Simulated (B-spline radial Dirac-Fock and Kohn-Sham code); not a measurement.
**Conversion-electron coefficients: Si, 2000 keV**

Z = 14 (silicon), transition energy 2000 keV. The computed values come from a radial finite-basis atomic code: a Dirac-Hartree-Slater potential of the neutral atom with a Latter tail (no hole, which puts coefficients of high multipoles low close above an edge), finite nucleus with surface currents. Subshells that would emit electrons below 1 keV are left out, and so is internal pair formation.

The run's input, task.json:

```json
{"items": [{
  "Z": 14,
  "q": 0,
  "cfg": [[1, 0, 2], [2, 0, 2], [2, 1, 6], [3, 0, 2], [3, 1, 2]],
  "A": 28,
  "rrms": 3.1224,
  "do": "conversion",
  "gamma": [2000],
  "edges": {"K": 1839.0, "L1": 149.7, "L2": 99.8, "L3": 99.2}
}]}
```

Run with: `python xray2_run.py task.json out`

```
subshell  electron energy (keV)        E2        E4        E5        M1        M5
       K                1998.16  6.97e-06  1.71e-05  2.61e-05  6.23e-06  3.72e-05
      L1                1999.85  5.07e-07  1.24e-06  1.90e-06  4.53e-07  2.72e-06
      L2                1999.90  4.42e-10  2.78e-09  6.18e-09  3.36e-10  8.25e-09
      L3                1999.90  8.42e-10  2.00e-09  3.43e-09  5.82e-10  4.05e-09
      M1                1999.99  4.19e-08  1.03e-07  1.58e-07  3.75e-08  2.25e-07
      M2                1999.99  7.57e-12  4.77e-11  1.06e-10  5.77e-12  1.41e-10
      M3                1999.99  1.44e-11  3.42e-11  5.86e-11  9.95e-12  6.94e-11
   total                         7.52e-06  1.84e-05  2.82e-05  6.73e-06  4.02e-05
```

Question: For a pure E5 transition, what fraction of decays emits a photon?

Answer: 1/(1 + α) = 1.00 with the total α = 2.82e-05, and pair formation is not counted.
